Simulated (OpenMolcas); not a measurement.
**Multiconfigurational calculation on Mo2+**

Input:

```
&GATEWAY
Coord
1

Mo 0.0 0.0 0.0
Basis=ANO-R1
Group=XYZ
NoMove
AngMom=0.0 0.0 0.0
AMFI
&SEWARD
* reference wave functions (RASSCF and RASSI steps not shown): 4 electrons in 6 orbitals (4d 5s)
>>> COPY JOB001 $Project.JobIph
&CASPT2
Multistate=15 1 2 3 4 5 6 7 8 9 10 11 12 13 14 15
Frozen=8 6
IPEA=0.25
Imaginary=0.1
MaxIter=60
WThr=0.0 0.3 0.05
PrWF=0.5
NoMix
>>> COPY JOB002 $Project.JobIph
&CASPT2
Multistate=95 1 2 3 4 5 6 7 8 9 10 11 12 13 14 15 16 17 18 19 20 21 22
23 24 25 26 27 28 29 30 31 32 33 34 35 36 37 38 39 40 41 42 43 44 45 46
47 48 49 50 51 52 53 54 55 56 57 58 59 60 61 62 63 64 65 66 67 68 69 70
71 72 73 74 75 76 77 78 79 80 81 82 83 84 85 86 87 88 89 90 91 92 93 94
95
NoMult
Frozen=8 6
IPEA=0.25
Imaginary=0.1
MaxIter=60
WThr=0.0 0.3 0.05
PrWF=0.5
NoMix
>>> COPY JOB003 $Project.JobIph
&CASPT2
Multistate=85 1 2 3 4 5 6 7 8 9 10 11 12 13 14 15 16 17 18 19 20 21 22
23 24 25 26 27 28 29 30 31 32 33 34 35 36 37 38 39 40 41 42 43 44 45 46
47 48 49 50 51 52 53 54 55 56 57 58 59 60 61 62 63 64 65 66 67 68 69 70
71 72 73 74 75 76 77 78 79 80 81 82 83 84 85
NoMult
Frozen=8 6
IPEA=0.25
Imaginary=0.1
MaxIter=60
WThr=0.0 0.3 0.05
PrWF=0.5
NoMix
```

Launched by
```bash
OMP_NUM_THREADS=1 MOLCAS_MEM=1689 MOLCAS_PROJECT=a pymolcas a.inp > a.log  # once for each step of the input, in one work folder
```

Output, cut to the results:

```
--- CASPT2 ---
Orbital specifications:
      -----------------------

      Symmetry species                           1   2
                                                ag  au
      Frozen orbitals                            8   6
      Inactive orbitals                          1   3
      Active orbitals                            6   0
      Secondary orbitals                         6  10
      Deleted orbitals                           0   0
      Number of basis functions                 21  19
Type of calculation                        MS-CASPT2
      Fock operator                              state-specific
      IPEA shift                                 0.25
      Real shift                                 0.00
      Imaginary shift                            0.10
      The input orbitals will be transformed to quasi-canonical
Reference energy:       -4045.4373073480
      E2 (Non-variational):      -0.2011394530
      Shift correction:          -0.0002189927
      E2 (Variational):          -0.2013584457
      Total energy:           -4045.6386657937
      Residual norm:              0.0000001079
      Reference weight:           0.94571
      Contributions to the CASPT2 correlation energy
      Active & Virtual Only:         -0.0360116358
      One Inactive Excited:          -0.0975866146
      Two Inactive Excited:          -0.0675412026
Reference energy:       -4045.4373073480
      E2 (Non-variational):      -0.2011314121
      Shift correction:          -0.0002189759
      E2 (Variational):          -0.2013503881
      Total energy:           -4045.6386577361
      Residual norm:              0.0000001063
      Reference weight:           0.94571
      Contributions to the CASPT2 correlation energy
      Active & Virtual Only:         -0.0360118174
      One Inactive Excited:          -0.0975781189
      Two Inactive Excited:          -0.0675414759
::    CASPT2 Root  1     Total energy:  -4045.63866579
::    CASPT2 Root  2     Total energy:  -4045.63865774
::    CASPT2 Root  3     Total energy:  -4045.63865963
::    CASPT2 Root  4     Total energy:  -4045.63866304
::    CASPT2 Root  5     Total energy:  -4045.63866644
::    CASPT2 Root  6     Total energy:  -4045.45419673
::    CASPT2 Root  7     Total energy:  -4045.45344140
::    CASPT2 Root  8     Total energy:  -4045.45375000
::    CASPT2 Root  9     Total energy:  -4045.45409787
::    CASPT2 Root 10     Total energy:  -4045.45520666
::    CASPT2 Root 11     Total energy:  -4045.45429787
::    CASPT2 Root 12     Total energy:  -4045.45431157
::    CASPT2 Root 13     Total energy:  -4045.40847474
::    CASPT2 Root 14     Total energy:  -4045.40847472
::    CASPT2 Root 15     Total energy:  -4045.40847472
::    MS-CASPT2 Root  1     Total energy:  -4045.63867392
::    MS-CASPT2 Root  2     Total energy:  -4045.63866655
::    MS-CASPT2 Root  3     Total energy:  -4045.63866516
::    MS-CASPT2 Root  4     Total energy:  -4045.63866284
::    MS-CASPT2 Root  5     Total energy:  -4045.63864418
::    MS-CASPT2 Root  6     Total energy:  -4045.45573609
::    MS-CASPT2 Root  7     Total energy:  -4045.45521091
::    MS-CASPT2 Root  8     Total energy:  -4045.45451317
::    MS-CASPT2 Root  9     Total energy:  -4045.45414861
::    MS-CASPT2 Root 10     Total energy:  -4045.45384424
::    MS-CASPT2 Root 11     Total energy:  -4045.45301402
::    MS-CASPT2 Root 12     Total energy:  -4045.45289111
::    MS-CASPT2 Root 13     Total energy:  -4045.40846760
::    MS-CASPT2 Root 14     Total energy:  -4045.40845603
::    MS-CASPT2 Root 15     Total energy:  -4045.40844447
--- CASPT2 ---
Orbital specifications:
      -----------------------

      Symmetry species                           1   2
                                                ag  au
      Frozen orbitals                            8   6
      Inactive orbitals                          1   3
      Active orbitals                            6   0
      Secondary orbitals                         6  10
      Deleted orbitals                           0   0
      Number of basis functions                 21  19
Type of calculation                        SS-CASPT2
      Fock operator                              state-specific
      IPEA shift                                 0.25
      Real shift                                 0.00
      Imaginary shift                            0.10
      The input orbitals will be transformed to quasi-canonical
Reference energy:       -4045.3663823869
      E2 (Non-variational):      -0.2055735942
      Shift correction:          -0.0002717021
      E2 (Variational):          -0.2058452963
      Total energy:           -4045.5722276833
      Residual norm:              0.0000002849
      Reference weight:           0.94193
      Contributions to the CASPT2 correlation energy
      Active & Virtual Only:         -0.0364686089
      One Inactive Excited:          -0.1050540938
      Two Inactive Excited:          -0.0640508915
Reference energy:       -4045.3663823869
      E2 (Non-variational):      -0.2054301166
      Shift correction:          -0.0002749406
      E2 (Variational):          -0.2057050571
      Total energy:           -4045.5720874441
      Residual norm:              0.0000002104
      Reference weight:           0.94190
      Contributions to the CASPT2 correlation energy
      Active & Virtual Only:         -0.0363751875
      One Inactive Excited:          -0.1050272328
      Two Inactive Excited:          -0.0640276963
::    CASPT2 Root  1     Total energy:  -4045.57222768
::    CASPT2 Root  2     Total energy:  -4045.57208744
::    CASPT2 Root  3     Total energy:  -4045.57227898
::    CASPT2 Root  4     Total energy:  -4045.57217299
::    CASPT2 Root  5     Total energy:  -4045.57210331
::    CASPT2 Root  6     Total energy:  -4045.57213082
::    CASPT2 Root  7     Total energy:  -4045.57215918
::    CASPT2 Root  8     Total energy:  -4045.57225966
::    CASPT2 Root  9     Total energy:  -4045.57204876
...
```

Levels above the lowest, from the spin-orbit matrix with the multistate effective Hamiltonian, averaged by term, added to it:

```csv
Configuration,Term,J,E (eV),Measured (eV),Term weight %
4d4,5D,0,0.0000,0.0000,98
4d4,5D,1,0.0314,0.0300,99
4d4,5D,2,0.0873,0.0829,99
4d4,5D,3,0.1606,0.1518,100
4d4,5D,4,0.2464,0.2321,99
4d4,3P(1),0,1.626,1.3823,95
4d4,3P(1),1,1.796,1.5511,98
4d4,3H,4,1.861,1.5721,83
4d4,3H,5,1.940,1.6460,93
4d4,3F(1),3,2.011,1.7294,80
4d4,3F(1),2,2.011,1.7269,98
4d4,3H,6,2.011,1.7124,98
4d4,3P(1),2,2.045,1.7801,97
4d4,3F(1),4,2.055,1.7725,78
4d4,3G,3,2.276,1.9678,80
4d4,3G,4,2.330,2.0188,82
4d4,3G,5,2.387,2.0723,93
4d4,3D,3,2.738,2.4162,98
4d4,3D,2,2.757,2.4272,93
4d4,3D,1,2.794,,99
4d4,1I,6,2.866,2.5157,98
4d4,1G(1),4,2.895,2.5555,91
4d4,1S(1),0,3.106,2.8504,96
4d4,1D(1),2,3.375,2.8276,93
```

Against the 22 measured excited levels shown (Sugar and Musgrove, J. Phys. Chem. Ref. Data 17, 155 (1988)) the mean absolute deviation is 2000 cm-1; the largest miss in energy is 4d4 1D2(1): computed 3.375, measured 2.8276 eV (+19.3 %).

Term energies are means over components that CASPT2 splits; among the terms shown or strongly mixed into the levels shown the widest spread is 200 cm-1 (4d4 1G(1)). Blocks of more than 70 roots (2S+1 = 3 even, 1 even) ran without multistate coupling. Some levels mix across a computed gap that differs much from the measured one, so their mixing is not that of the real levels. Terms from blocks run as CI alone lack orbitals of their own. Configurations are named by rounded mean occupations; where the s occupation lies near a half they are strongly mixed, a name can repeat and a true partner stay unpaired. The CASPT2 spread within a term exceeds the gap to the next term for 4d4 1G(1) and 4d4 1I, so the order of their levels is uncertain. Some terms miss by over 15 % even with CASPT2, which points to a basis or an active space too small for the shells correlated. Measured partners are found by configuration, term and J. A level has none where our copy of the source lacks it or the pairing is in doubt (some pairs that miss far off the trend of their configuration count as doubtful), and it then counts in no deviation. Only configurations of the active space appear. The first state left out of the spin-orbit step lies near 91000 cm-1 above the lowest spin-free state of the reference (among the parities and spins computed), and the list stops at four fifths of that energy or lower. The table shows the lowest 24 of 68 levels.

The term weight is that of the spin-free term in the level, not the purity of its configuration. A number in round brackets counts repeated terms of one configuration in the order of the reference energies.
